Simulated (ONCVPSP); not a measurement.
## u(r) = r·R(r): atom against pseudo-atom (Ag (Z = 47))

Columns: radius, all-electron u(r) and pseudo u(r) of the 4p shell (level -58.51 eV) of silver in the configuration [Ar] 3d10 4s2 4p6 4d10 5s1; PBEsol, scalar-relativistic, ONCV scheme, ONCVPSP 4.0.1.

| r (bohr) | all-electron | pseudo |
| --- | --- | --- |
| 0.080 | 0.3873 | 0.0213 |
| 0.160 | -0.1672 | 0.0848 |
| 0.240 | -0.5876 | 0.1876 |
| 0.320 | -0.5463 | 0.3218 |
| 0.400 | -0.2213 | 0.4732 |
| 0.480 | 0.1869 | 0.6256 |
| 0.560 | 0.5574 | 0.7667 |
| 0.640 | 0.8386 | 0.8902 |
| 0.720 | 1.0217 | 0.9940 |
| 0.800 | 1.1168 | 1.0728 |
| 0.880 | 1.1424 | 1.1158 |
| 0.960 | 1.1183 | 1.1117 |
| 1.040 | 1.0611 | 1.0608 |
| 1.120 | 0.9843 | 0.9841 |
| 1.200 | 0.8977 | 0.8975 |
| 1.280 | 0.8082 | 0.8080 |
| 1.360 | 0.7203 | 0.7202 |
| 1.440 | 0.6369 | 0.6368 |
| 1.520 | 0.5596 | 0.5595 |
| 1.600 | 0.4892 | 0.4891 |
| 1.680 | 0.4258 | 0.4257 |
| 1.760 | 0.3694 | 0.3694 |
| 1.840 | 0.3196 | 0.3195 |
| 1.920 | 0.2758 | 0.2758 |
| 2.000 | 0.2375 | 0.2375 |
| 2.080 | 0.2043 | 0.2042 |

Task: How many radial nodes do the two functions have?

Result: The all-electron 4p function has n − l − 1 = 2; the pseudo-wave has 0, since the states of the same l below it are removed with the core.

Task: At about which radius was the pseudo-wave matched?

Result: 1.05 bohr, where the columns begin to agree (steps of 0.08 bohr).

Task: Is the pseudo-wave norm-conserving?

Result: Yes: the ONCV scheme keeps the norm inside the radius equal to the all-electron one, which fixes the energy derivative of the logarithmic derivative at the level.
